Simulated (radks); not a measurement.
Values are calculated unless marked as measured or tabulated.
Valence configurations of Ga+ (all share [Ar]). Level of theory: Dirac Kohn-Sham, BLYP, spin-unpolarised, spherical densities, finite nucleus; open shells fill j = l - 1/2 first; Fermi nuclear charge, rms radius 3.9973 fm (a radial shooting solver on a logarithmic mesh with Libxc functionals). Energies are relative to 3d10 4s2; eigenvalues in eV.

| valence | E (eV) | e(3d3/2) | e(3d5/2) | e(4p1/2) | e(4p3/2) | e(4s1/2) |
|---|---|---|---|---|---|---|
| 3d10 4s2 | 0.000 | -27.606 | -27.143 | - | - | -16.366 |
| 3d10 4s1 4p1 | 7.259 | -29.355 | -28.891 | -10.042 | - | -17.418 |
| 3d9.5 4s2 4p0.5 | 9.851 | -32.221 | -31.741 | -10.218 | - | -17.827 |
| 3d10 4p2 | 14.746 | -30.984 | -30.518 | -10.779 | - | - |
| 3d9 4s2 4p1 | 21.556 | -36.996 | -36.499 | -11.171 | - | -19.235 |
| 3d9 4p3 | 38.320 | -40.158 | -39.658 | -12.570 | -12.319 | - |

NIST lists [Ar] 3d10 4s2 as the ground configuration; this level of theory agrees among the configurations tried. The energies are those of spherical spin-averaged densities, not of single terms.
